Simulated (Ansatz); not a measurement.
C3H8ClFOSi (SMILES CCO[Si](C)(F)Cl), singlet, at a GFN2-xTB geometry, with bond 8-1 at 1.8 times its length; SC-NEVPT2/STO-3G, CASSCF(4,5) (Ansatz, a program for electronic structure).

Input for Ansatz:
Ansatz 0.2 input:
```yaml
crystal:
  periodic: [false, false, false]
  atoms:
    - {symbol: C, position_ang: [-3.03626401, -1.15066119, 0.43278873]}
    - {symbol: C, position_ang: [-1.76891468, -1.02017738, -0.39572595]}
    - {symbol: O, position_ang: [-0.70133945, -0.65452231, 0.44671681]}
    - {symbol: Si, position_ang: [0.71435191, 0.04984582, 0.16558752]}
    - {symbol: C, position_ang: [2.05865405, -1.06677723, -0.55619474]}
    - {symbol: F, position_ang: [1.12708892, 0.46172160, 1.66149436]}
    - {symbol: Cl, position_ang: [0.49249658, 1.73493886, -0.91098841]}
    - {symbol: H, position_ang: [-4.52792826, -1.68432856, -0.71313413]}
    - {symbol: H, position_ang: [-2.89577481, -1.89698660, 1.20981264]}
    - {symbol: H, position_ang: [-3.26961676, -0.19997085, 0.90428313]}
    - {symbol: H, position_ang: [-1.52421770, -1.97463336, -0.87597091]}
    - {symbol: H, position_ang: [-1.89791189, -0.26199684, -1.17611134]}
    - {symbol: H, position_ang: [3.02148767, -0.56465013, -0.57190335]}
    - {symbol: H, position_ang: [2.16865437, -1.96571493, 0.04407242]}
    - {symbol: H, position_ang: [1.83504025, -1.37432777, -1.57416169]}
basis:
  gaussian:
    orbitals: STO-3G
magnetization: {spin_polarized: false}
correlation: {method: sc_nevpt2, electrons: all, active_space: {window: {electrons: 4, orbitals: 5}}}
```

What the program printed (banner, timings and long lists left out):

```
Functional definition: HF
667 factors; integrals over basis functions are off by at most 3.3e-5 eV
mean field evaluation 1: about -27992.4840 eV, gradient 3.1e1 eV
mean field evaluation 2: about -27992.7146 eV, gradient 3.1e1 eV
mean field evaluation 4: about -27996.5886 eV, gradient 2.3e0 eV
mean field evaluation 8: about -27996.6130 eV, gradient 1.3e-4 eV
mean field -27996.61297946 eV, -1028.8565502092 hartree, gradient 1.3e-6 eV, S^2 0.000000; 0 other end points of the search recorded, 0 dependent functions left out; unrestricted orbitals would lower it
reference -27996.61297946 eV, -1028.8565502092 hartree; 37, 37 occupied and 14, 14 virtual orbitals, 667 factors
state -27999.46450404 eV, -1028.9613418048 hartree
state -27999.46450404 eV, -1028.9613418048 hartree; corrected -28005.37378048 eV, -1029.1785037086 hartree
Total energy: -28005.37378048 eV, -1029.1785037086 hartree
```
